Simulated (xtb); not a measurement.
C$_{6}$H$_{13}$BO$_{2}$, triplet, at the geometry of the source list (a higher spin typed on purpose: for a closed-shell molecule this is an excited state). Base run: xtb with GFN2-xTB.

Geometry (Å):
```xyz
22

C     -1.7410     0.1479     0.8767
C     -0.7342     0.1736    -0.2798
C     -1.1152    -0.9055    -1.2917
O     -0.8460     1.4579    -0.8989
B      0.2398     2.1976    -0.5727
O      1.1688     1.5051     0.1275
C      0.7672     0.1351     0.2002
C      0.9762    -0.3730     1.6257
C      1.6852    -0.6473    -0.7466
H     -2.7359     0.3172     0.4717
H     -1.5278     0.9463     1.5830
H     -1.7256    -0.8095     1.3887
H     -2.1603    -0.7783    -1.5621
H     -0.5237    -0.8232    -2.1974
H     -0.9818    -1.8925    -0.8587
H      0.3613     3.3153    -0.8653
H      0.4563     0.2496     2.3462
H      2.0387    -0.3358     1.8571
H      0.6334    -1.4010     1.7143
H      1.6037    -0.2588    -1.7588
H      2.7137    -0.5138    -0.4192
H      1.4474    -1.7069    -0.7400
```
Charge 0, spin multiplicity 3.
All else is at xtb's defaults.
Base energy -28.66772 Eh.

Each row names what was changed in the base input (with any setting that the change needs).

```json
[
 {"change": "base", "ΔE vs base (kJ/mol)": "0.00", "dipole (D)": "4.00", "G_solv (kcal/mol)": "-", "SCF cycles": "18"},
 {"change": "etemp = 10000", "ΔE vs base (kJ/mol)": "-229.9", "dipole (D)": "4.53", "G_solv (kcal/mol)": "-", "SCF cycles": "12"},
 {"change": "alpb = acetonitrile", "ΔE vs base (kJ/mol)": "-32.3", "dipole (D)": "5.59", "G_solv (kcal/mol)": "-8.87", "SCF cycles": "17"},
 {"change": "alpb = thf", "ΔE vs base (kJ/mol)": "-39.2", "dipole (D)": "5.76", "G_solv (kcal/mol)": "-10.90", "SCF cycles": "18"},
 {"change": "acc = 0.0001", "ΔE vs base (kJ/mol)": "0.00", "dipole (D)": "4.00", "G_solv (kcal/mol)": "-", "SCF cycles": "26"},
 {"change": "alpb = toluene", "ΔE vs base (kJ/mol)": "-31.2", "dipole (D)": "4.60", "G_solv (kcal/mol)": "-7.62", "SCF cycles": "20"},
 {"change": "etemp = 3000", "ΔE vs base (kJ/mol)": "-32.1", "dipole (D)": "3.87", "G_solv (kcal/mol)": "-", "SCF cycles": "14"},
 {"change": "gbsa = water", "ΔE vs base (kJ/mol)": "-20.89", "dipole (D)": "6.52", "G_solv (kcal/mol)": "-7.93", "SCF cycles": "16"}
]
```

ALPB and GBSA are two models with their own fitted parameters for each solvent, which aren't always the measured dielectric constant.
